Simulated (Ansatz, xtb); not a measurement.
**A geometry optimisation of BF3H2Si with r2SCAN-D4/def2-SVP**

The starting geometry of this gas-phase singlet has its atoms placed at random.

```xyz
7

B    -0.9707   -1.4104   -0.5971
F     0.6002    0.4113   -0.1205
F    -0.0603   -0.8687    1.0050
F     1.8937   -0.1311    0.6738
Si   -0.3570    1.0984    1.2126
H    -0.7911   -0.2235   -0.1643
H    -1.7047    0.3288    0.0963
```

Problem. Guess where an optimisation with r2SCAN-D4/def2-SVP ends from this start.

Solution. It loosens into BF3Si + H2, which stay close as a complex. Distances that change by over a tenth: F3–Si5 (2.00 → 3.13 Å). Contacts that open: B1–H6 (1.28 → 2.74 Å). Contacts that close: B1–F3 (1.92 → 1.28 Å), B1–Si5 (3.15 → 2.11 Å), F4–Si5 (2.62 → 1.63 Å), H6–H7 (1.10 → 0.76 Å).

The energy falls by 14.11 eV over 109 steps:

| step | E − E(last) (eV) |
| --- | --- |
| 1 | 14.114 |
| 13 | 0.958 |
| 25 | 0.801 |
| 37 | 0.741 |
| 49 | 0.400 |
| 61 | 0.361 |
| 73 | 0.030 |
| 85 | 0.030 |
| 97 | 0.025 |
| 109 | 0.000 |

Final geometry (Å):

```xyz
7

B    -0.2241   -1.3009    0.7562
F     0.2473    1.6158    0.5222
F    -0.6493   -2.3417    0.1544
F     2.2309    0.2649    1.4054
Si    1.1003    0.2488    0.2271
H    -1.8270    0.6314   -0.3323
H    -2.2680    0.0866   -0.6273
```

From the same start GFN2-xTB ends elsewhere, in pieces: BF2H + FHSi.

From so rough a start the end depends on the optimiser's path, so another program may land elsewhere. No frequencies were run, so the end isn't proven a minimum. Run with Ansatz 0.2.0, 3.3 min on 1 thread of Intel(R) Xeon(R) 6975P-C (Granite Rapids), on a shared host.
